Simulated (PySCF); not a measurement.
C2H5NOSi, SMILES N#CC[SiH2]O. Atoms are numbered in the order given.

```xyz
10

N     -0.3324     2.8635     0.0000
C      0.1975     1.8321     0.0000
C      0.8015     0.5104     0.0000
Si    -0.5042    -0.8686     0.0000
O      0.4073    -2.2639     0.0000
H      1.4442     0.3878    -0.8877
H      1.4442     0.3878     0.8877
H     -1.3546    -0.7445     1.2169
H     -1.3546    -0.7445    -1.2169
H     -0.0465    -3.1143     0.0000
```

Geometry optimised at B3LYP-D3(BJ)/def2-SVP. This is a generated structure with no PubChem entry under its InChIKey; it may be hypothetical. The values are those of a single conformer.

Computed with PySCF with KT2/pcSseg-1.

GIAO shieldings, no solvent; atoms alike by connectivity are averaged. δ = σ(ref) − σ: ¹⁵N against NH3 (σ = 266.2 ppm); ¹³C against TMS (σ = 185.1 ppm); ²⁹Si against TMS (σ = 361.9 ppm); ¹⁷O against H2O (σ = 330.4 ppm); ¹H against TMS (σ = 31.47 ppm), references at their B3LYP-D3(BJ)/def2-TZVP geometries, non-relativistic.

Computed chemical shifts:
```json
[
 {"nucleus": "¹⁵N", "atoms": "N1", "count": "1", "δ (ppm)": "286.1"},
 {"nucleus": "¹³C", "atoms": "C2", "count": "1", "δ (ppm)": "107.8"},
 {"nucleus": "¹³C", "atoms": "C3", "count": "1", "δ (ppm)": "5.0"},
 {"nucleus": "²⁹Si", "atoms": "Si4", "count": "1", "δ (ppm)": "-11.8"},
 {"nucleus": "¹⁷O", "atoms": "O5", "count": "1", "δ (ppm)": "18.6"},
 {"nucleus": "¹H", "atoms": "H8, H9", "count": "2", "δ (ppm)": "5.51"},
 {"nucleus": "¹H", "atoms": "H6, H7", "count": "2", "δ (ppm)": "2.26"},
 {"nucleus": "¹H", "atoms": "H10", "count": "1", "δ (ppm)": "0.87"}
]
```
